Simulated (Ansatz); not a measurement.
`CC(C)[S][Al]([CH3])[CH3]` + `CCCO` → `[CH3][Al]([CH3])[CH2]O` + `CCSC(C)C`  (formal exchange of groups at the Al–S bond)

Gas-phase electronic energies from Ansatz, PBE0-D4/def2-TZVP geometries. CBS: MP2 limit from def2 TZ/QZ plus the TZ coupled-cluster correction, frozen cores. Functionals use def2-TZVPP. One conformer a species, not always the lowest.

(1) Is it downhill or uphill in electronic energy at CCSD(T)/CBS, and by how much? (An estimate is asked.)

(2) What do these levels give: r2SCAN-D4, PBE0-D4, CAM-B3LYP-D4, B2PLYP, CAM-B3LYP, RPA@PBE/def2-TZVPP? (Estimate.)

Largest T1 diagnostic among the species: 0.010.

Results:

(1) Computed: Uphill: ΔE = +1.68 eV.

(2) Computed: r2SCAN-D4 1.69, PBE0-D4 1.67, CAM-B3LYP-D4 1.65, B2PLYP 1.67, CAM-B3LYP 1.64, RPA@PBE/def2-TZVPP 1.66 eV.

Leaving LDA and LC-ωPBE aside and taking each functional with its dispersion term where it has one, the values, not all of them listed here, spread over 0.15 eV, from BLYP-D4 to r2SCAN0-D4. In def2-TZVPP, CCSD(T) changes the Hartree–Fock value by −0.10 eV (the triples alone add −0.01 eV) and MP2 by −0.08 eV.
